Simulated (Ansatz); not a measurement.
Species: [Hf(OH)2(H)2] (charge 0, multiplicity 1).

Give a relaxed geometry from Ansatz (a program for electronic structure) with r2SCAN-D4/def2-SVP.

Several could match; the one computed here: the end point of this relaxation, one of several conformers.
Cartesian coordinates (Å) in one orientation:
```xyz
7

Hf    -0.202     0.083    -0.068
O     -0.087     1.542    -1.304
H     -0.171     2.372    -1.776
O     -1.305     0.314     1.481
H     -1.893     0.634     2.166
H     -0.861    -1.388    -1.006
H      1.527    -0.276     0.529
```
